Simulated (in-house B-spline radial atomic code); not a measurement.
Ionisation energies along the 8-electron series, configuration 1s2 2s2 2p1/2(2) 2p3/2(2), as differences of self-consistent energies. Dirac energy differences include first-order Breit, QED and recoil terms. NIST's values go from ground level to ground level; the uncertainty of those that are theory runs from under 0.1 % in few-electron ions to several per cent in heavy many-electron ones. Computed with an all-electron radial atomic-structure program (B-spline basis): Dirac-Hartree-Fock, jj configuration that fills j = l - 1/2 first, finite nuclei.

A number in brackets counts the electrons of a j subshell.

```tsv
ion	configuration after	ionisation energy (eV)	IE/(q+1)² (eV)	-ε less Coulomb ΔSCF (eV)	Breit and QED recoil part (eV)	tabulated value (eV)	computed minus tabulated (eV)
Ca12+	[He] 2s2 2p1/2(2) 2p3/2(1)	734.2	4.3444	2.0735	-0.18967	728.6	6
Sc13+	[He] 2s2 2p1/2(2) 2p3/2(1)	838.6	4.2784	2.073	-0.23177	833.2	5
Ti14+	[He] 2s2 2p1/2(2) 2p3/2(1)	949.8	4.2212	2.0727	-0.27978	944.5	5
V15+	[He] 2s2 2p1/2(2) 2p3/2(1)	1067.8	4.171	2.0725	-0.3339	1062.9	5
Cr16+	[He] 2s2 2p1/2(2) 2p3/2(1)	?	?	?	?	?	?
Mn17+	[He] 2s2 2p1/2(2) 2p3/2(1)	1324.3	4.0873	2.0724	-0.4621	1320.3	4
Fe18+	[He] 2s2 2p1/2(2) 2p3/2(1)	1462.8	4.0521	2.0725	-0.53692	1460	3
Co19+	[He] 2s2 2p1/2(2) 2p3/2(1)	1608.1	4.0203	2.0726	-0.61916	1606	2
Ni20+	[He] 2s2 2p1/2(2) 2p3/2(1)	1760.3	3.9916	2.0729	-0.70971	1758	2
Cu21+	[He] 2s2 2p1/2(2) 2p3/2(1)	1919.3	3.9656	2.0731	-0.80802	1918	1
Zn22+	[He] 2s2 2p1/2(2) 2p3/2(1)	2085.2	3.9418	2.0735	-0.91541	2085	0
Ga23+	[He] 2s2 2p1/2(2) 2p3/2(1)	2257.9	3.92	2.0739	-1.0315	2258	0
Ge24+	[He] 2s2 2p1/2(2) 2p3/2(1)	?	?	?	?	?	?
As25+	[He] 2s2 2p1/2(2) 2p3/2(1)	2624.0	3.8816	2.0748	-1.2927	2626	-2
Se26+	[He] 2s2 2p1/2(2) 2p3/2(1)	2817.3	3.8646	2.0753	-1.4381	2820	-3
Br27+	[He] 2s2 2p1/2(2) 2p3/2(1)	3017.5	3.8488	2.0758	-1.5947	3021	-4
Kr28+	[He] 2s2 2p1/2(2) 2p3/2(1)	?	?	?	?	?	?
Rb29+	[He] 2s2 2p1/2(2) 2p3/2(1)	3438.5	3.8206	2.077	-1.9403	3443	-4
Sr30+	[He] 2s2 2p1/2(2) 2p3/2(1)	3659.4	3.8079	2.0776	-2.1304	3664	-5
Zr32+	[He] 2s2 2p1/2(2) 2p3/2(1)	4121.8	3.785	2.079	-2.5475	4127	-5
```

Fill in the row of Cr16+.

ionisation energy (eV): 1192.6; IE/(q+1)² (eV): 4.1267; -ε less Coulomb ΔSCF (eV): 2.0724; Breit and QED recoil part (eV): -0.39465; tabulated value (eV): 1188; computed minus tabulated (eV): 5.

Fill in the row of Ge24+.

ionisation energy (eV): 2437.5; IE/(q+1)² (eV): 3.9; -ε less Coulomb ΔSCF (eV): 2.0743; Breit and QED recoil part (eV): -1.157; tabulated value (eV): 2439; computed minus tabulated (eV): -1.

Fill in the row of Kr28+.

ionisation energy (eV): 3224.5; IE/(q+1)² (eV): 3.8342; -ε less Coulomb ΔSCF (eV): 2.0764; Breit and QED recoil part (eV): -1.7617; tabulated value (eV): 3228; computed minus tabulated (eV): -3.

How far is this level of theory from the measured and semi-empirical values?

Over those 20 rows the differences run from -5.18 to +5.6 eV (mean absolute value 3.3 eV). The calculation leaves out correlation and, in open shells, the multiplet splittings that an average leaves out.
